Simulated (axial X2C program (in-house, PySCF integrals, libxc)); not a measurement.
**Worked dissociation energy of Sr₂: CCSD(T), scalar-relativistic**

Computed with an axial X2C code built on PySCF integrals. Spin-free means the one-electron spin-free X2C Hamiltonian. Basis: Sr dyall-cv3z [13s12p8d5f1g] (cores contracted in-house); Gaussian nuclei, density fitting, unrestricted open shells. Masses: Sr 87.906 u.

Molecular state: M_S = 0, Λ = 0 (closed shell).

Correlated methods: 4 electrons correlated (number of frozen shells: Sr 4 s, 3 p, 1 d), 328 virtual spin orbitals or spinors in MP2, 90 natural virtuals in coupled cluster.

| Quantity | Value |
| --- | --- |
| E(Sr) (2M_S = 0, M_L = 0) | -3177.380928 hartree |
| E(Sr₂) at Re | -6354.765954 hartree |
| ωe | 37.8 cm⁻¹ |
| ωexe | 0.416 cm⁻¹ |

Task: Work out De and D0.

Result: De = -3177.380928 + (-3177.380928) − (-6354.765954) = 0.00410 hartree = 0.112 eV. The zero-point energy is ωe/2 − ωexe/4 = 19 cm⁻¹ = 0.002 eV, so D0 = 0.109 eV.

The state is one determinant whose occupation by symmetry is held fixed; it was picked as the lowest of a PBE0 search that is not exhaustive. De is counted from the lowest determinant-based energies of the atoms at the same level, without counterpoise correction. CCSD and (T) use frozen natural virtuals with an MP2 correction for the truncation; (T) itself is uncorrected, so its De runs slightly low. The outer-core s and p shells of the metal are frozen in the correlated rows, which leaves out core–valence correlation; for alkali and alkaline-earth bonds that tends to lengthen them. With the outer-core shells frozen, correlated bond lengths of heavy atoms tend to come out a few hundredths of an ångström too long.

The levels of this run spread widely (ωe from 33 to 47 cm⁻¹), so these constants depend on the method. The bond is weak, and without diffuse functions and with truncated virtuals even CCSD(T) can be tens of per cent off in De.

Each atomic determinant is the lowest at this level and need not be a pure term. Totals compare only within one Hamiltonian and basis.
